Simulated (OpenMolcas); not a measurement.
**5d³ along the 71-electron sequence**

* Program: OpenMolcas 26.06
* Method: CASSCF
* Basis: ANO-R2
* Scalar Hamiltonian: X2C, finite nucleus
* Spin-orbit coupling: state interaction with AMFI integrals over the reference wave functions, term energies averaged over their components

Active space for each ion: 3 electrons in 5 orbitals (5d).

Computed levels in cm-1 above ⁴F_3/2:

```csv
Level,Re4+,Os5+,Ir6+,Pt7+
⁴F_5/2,4648,6077,7685,9598
⁴F_7/2,8985,11384,13973,16898
⁴F_9/2,12455,15261,18149,21230
⁴P_1/2,17075,19403,21854,24471
²G_7/2,21332,24946,28848,33166
²H_9/2,21981,25717,29818,34442
⁴P_5/2,23227,27106,31192,35603
²P_1/2,28039,32688,37628,42991
²H_11/2,29821,34729,39921,45513
weight of ⁴F in the lowest level (%),89,86,84,81
```

Mixed levels, with the weight of the term that names them: Re4+ ⁴F_9/2 (74 %), Re4+ ²H_9/2 (57 %), Os5+ ⁴F_9/2 (66 %), Os5+ ²H_9/2 (58 %), Ir6+ ⁴F_9/2 (59 %), Ir6+ ⁴P_1/2 (73 %), Ir6+ ²H_9/2 (58 %), Ir6+ ²P_1/2 (73 %), Pt7+ ⁴F_9/2 (51 %), Pt7+ ⁴P_1/2 (72 %), Pt7+ ²H_9/2 (56 %), Pt7+ ²P_1/2 (72 %).

Measured, with the error of the calculation in %. Measured levels: Re4+ from the list in Brasseur, Gamrath and Quinet, At. Data Nucl. Data Tables 157, 101636 (2024); Os5+ from the list in Brasseur, Palmeri and Quinet, Atoms 13, 11 (2025).

```
  Level           Re4+           Os5+
 ⁴F_5/2    4853 (-4.2)    6397 (-5.0)
 ⁴F_7/2    8973 (+0.1)   11444 (-0.5)
 ⁴F_9/2   11914 (+4.5)   14678 (+4.0)
 ⁴P_1/2  14325 (+19.2)  16772 (+15.7)
 ²G_7/2  19013 (+12.2)   22920 (+8.8)
 ²H_9/2  19967 (+10.1)   24028 (+7.0)
 ⁴P_5/2  20922 (+11.0)   24828 (+9.2)
 ²P_1/2  23669 (+18.5)  28860 (+13.3)
²H_11/2  27077 (+10.1)   32156 (+8.0)
```

The fine-structure level ⁴F_9/2 changes by a factor of 1.7 from Re4+ to Pt7+. Its fourth root runs 10.56, 11.11, 11.61, 12.07, with steps per unit of Z of 0.55, 0.49, 0.46; equal steps would mean a (Z - σ)^4 law with constant σ.

⁴P_1/2 changes by a factor of 1.43 over the same range, with steps per unit of Z of +2330, +2450, +2620 cm-1.

Without dynamic correlation excited terms often stand tens of per cent too high (terms of higher spin than the ground term too low), and those without a measured partner can miss by more than the paired ones. Measured partners are found by configuration, term and J. A level has none where our copy of the source lacks it or the pairing is in doubt (some pairs that miss far off the trend of their configuration count as doubtful), and it then counts in no deviation. Only configurations of the active space appear.
